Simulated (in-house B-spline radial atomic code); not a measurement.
Radial electron density of F⁵⁺, [He] 2s1 (3d5/2)1. Method: Dirac-Hartree-Fock, average of the jj configuration, Fermi nucleus of rms radius 2.8976 fm. Calculated with a radial B-spline atomic code at the basis-set limit.

Columns: r (bohr), 4πr²n(r) (electrons per bohr), bar.

```
  0.0072     0.26 #
 0.00851   0.3546 ##
  0.0101    0.485 ##
  0.0119   0.6514 ###
  0.0141   0.8784 ####
  0.0167    1.175 #####
  0.0197    1.549 #######
  0.0233    2.029 #########
  0.0276    2.635 ############
  0.0326    3.358 ###############
  0.0386    4.226 ###################
  0.0456    5.201 ########################
   0.054    6.274 #############################
  0.0638    7.349 ##################################
  0.0755    8.352 ######################################
  0.0893    9.137 ##########################################
   0.106    9.567 ############################################
   0.125    9.497 ############################################
   0.148    8.859 #########################################
   0.175    7.689 ###################################
   0.207    6.134 ############################
   0.244    4.495 #####################
   0.289    2.999 ##############
   0.342    1.954 #########
   0.405    1.446 #######
   0.479    1.382 ######
   0.566    1.526 #######
   0.669     1.64 ########
   0.792    1.586 #######
   0.937    1.378 ######
    1.11    1.119 #####
    1.31    0.908 ####
    1.55   0.7404 ###
    1.83   0.5748 ###
    2.17    0.383 ##
    2.56   0.2078 #
    3.03  0.08391 
    3.59  0.02377 
    4.24   0.0046 
    5.02 0.0005345 
    5.94 3.519e-05
```

On this grid the curve has 2 maxima, near 0.106, 0.669 bohr.

The 3d5/2 radial function P(r) = rR(r), positive near the nucleus, with its small component Q(r) (sign convention: Q ≈ (P' + κP/r)/2c):

```tsv
r (bohr)	P	Q
0.054	0.0009198	-9.389e-06
0.0755	0.002368	-2.354e-05
0.106	0.00604	-5.799e-05
0.148	0.01475	-0.0001361
0.207	0.03487	-0.0003086
0.289	0.07808	-0.0006653
0.405	0.1646	-0.00136
0.566	0.3137	-0.002523
0.792	0.5256	-0.004124
1.11	0.7364	-0.005647
1.55	0.802	-0.00605
2.17	0.6152	-0.004595
3.03	0.2896	-0.002152
4.24	0.06782	-0.0005024
5.94	0.005932	-4.386e-05
```
